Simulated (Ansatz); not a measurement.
Geometry optimisation, Ansatz 0.2.0, RKS B3LYP-D4/def2-SVP.

Input file:

```yaml
crystal:
  periodic: [false, false, false]
  atoms:
    - { symbol: B, position_ang: [0.166104, -0.955615, 0.279598] }
    - { symbol: "N", position_ang: [0.023262, 1.751028, -0.629364] }
    - { symbol: O, position_ang: [0.026706, -1.399443, -0.984334] }
    - { symbol: O, position_ang: [-0.886259, -0.7668, 1.110983] }
    - { symbol: H, position_ang: [0.910934, 1.574002, -0.159548] }
    - { symbol: Br, position_ang: [2.0431, -0.735512, 0.976178] }
    - { symbol: H, position_ang: [-0.027744, 1.10108, -1.4136] }
    - { symbol: H, position_ang: [-0.722157, 1.508075, 0.022782] }
    - { symbol: H, position_ang: [-0.904463, -1.557617, -1.210581] }
    - { symbol: H, position_ang: [-0.629384, -0.519198, 2.007887] }
basis:
  gaussian: { orbitals: def2-SVP }
hamiltonian:
  xc: b3lyp
  dispersion: d4
relax:
  f_tol: 0.03
  max_steps: 50
```

Launched with:

```bash
$ ansatz run input.yaml --threads 2 --pin off --max-ram 3072MiB --backend cpu --events-out ev --progress --plain --runs-dir out
```

**Question.** Where does it end, and by what steps?

**Answer.** It converged. After 5 steps the energy has fallen by 0.069 eV; H5 moved furthest, 0.24 Å.

```json
{"step": "0", "energy less start (eV)": "0.0000", "largest force component (eV/Å)": "0.734", "accepted": "yes"}
{"step": "1", "energy less start (eV)": "-0.0603", "largest force component (eV/Å)": "0.313", "accepted": "yes"}
{"step": "2", "energy less start (eV)": "-0.0182", "largest force component (eV/Å)": "0.923", "accepted": "no"}
{"step": "3", "energy less start (eV)": "-0.0682", "largest force component (eV/Å)": "0.145", "accepted": "yes"}
{"step": "4", "energy less start (eV)": "-0.0688", "largest force component (eV/Å)": "0.102", "accepted": "yes"}
{"step": "5", "energy less start (eV)": "-0.0692", "largest force component (eV/Å)": "0.023", "accepted": "yes"}
```

```xyz
10
Properties=species:S:1:pos:R:3
B 0.194 -1.080 0.329
N -0.009 1.884 -0.702
O 0.033 -1.483 -0.947
O -0.869 -0.836 1.137
H 0.882 1.804 -0.212
Br 2.017 -0.906 1.000
H 0.004 1.160 -1.420
H -0.729 1.610 -0.033
H -0.901 -1.577 -1.184
H -0.622 -0.577 2.033
```

The run took 13 s on 2 threads of Intel(R) Xeon(R) 6975P-C (Granite Rapids), with other jobs on the host, peak memory 0.29 GiB.
